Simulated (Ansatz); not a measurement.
Geometry optimisation, RKS CAM-B3LYP-D4/def2-SVP (Ansatz 0.2.0).

The input (input.yaml):

```yaml
crystal:
  periodic: [false, false, false]
  atoms:
    - { symbol: W, position_ang: [0.0, 0.0, 0.0] }
    - { symbol: F, position_ang: [0.0, 0.0, 2.2] }
    - { symbol: H, position_ang: [1.72, 0.0, 0.0] }
    - { symbol: H, position_ang: [0.0, 1.72, 0.0] }
    - { symbol: H, position_ang: [-1.72, 0.0, 0.0] }
    - { symbol: H, position_ang: [0.0, -1.72, 0.0] }
    - { symbol: F, position_ang: [0.0, 0.0, -1.85] }
    - { symbol: Br, position_ang: [1.8861, 1.9648, 0.905] }
    - { symbol: H, position_ang: [0.861, 0.8969, 2.1051] }
basis:
  gaussian: { orbitals: def2-SVP }
hamiltonian:
  xc: cam_b3lyp
  dispersion: d4
relax:
  f_tol: 0.15
  max_steps: 25
  restrain:
    - { distance: [0, 7], at: 2.57, k: 30.0 }
    - { distance: [8, 1], at: 0.92, k: 30.0 }
    - { distance: [0, 1], at: 3.05, k: 30.0 }
    - { distance: [8, 7], at: 2.75, k: 30.0 }
```

Command:

```bash
$ ansatz run input.yaml --threads 4 --pin off --max-ram 5120MiB --backend cpu --events-out ev --progress --plain --runs-dir out
```

Task: Where does it end, and by what steps?

Result: The run converged. The restraints hold the end off the free minimum; the threshold counts their pulls, which the force column leaves out. Restrained pairs: W1–Br8 (2.87 → 2.56 Å), F2–H9 (1.25 → 0.93 Å), W1–F2 (2.20 → 3.04 Å), Br8–H9 (1.91 → 2.75 Å). After 10 steps the energy has fallen by 5.590 eV (the restraints' own energy left out); H4 moved furthest, 0.79 Å.

```tsv
step	energy less start (eV)	largest force component (eV/Å)	accepted
0	0.0000	3.371	yes
1	-1.3420	2.765	yes
2	-2.2781	6.291	yes
3	-4.1213	2.369	yes
4	-5.1856	1.280	yes
5	-5.5093	0.797	yes
6	-5.5553	0.446	yes
7	-5.5767	0.535	yes
8	-5.5716	0.695	no
9	-5.5891	0.494	yes
10	-5.5895	0.507	yes
```

```xyz
9
Properties=species:S:1:pos:R:3
W 0.232 0.239 -0.468
F 0.178 0.193 2.568
H 1.429 -0.637 0.292
H -0.661 1.416 0.302
H -1.341 -0.131 -0.013
H -0.109 -1.343 -0.021
F 0.277 0.296 -2.284
Br 1.930 1.962 0.363
H 0.812 0.868 2.620
```

Run time: 29 s on 4 threads of Arm Neoverse V2 (shared host), peak memory 0.36 GiB.
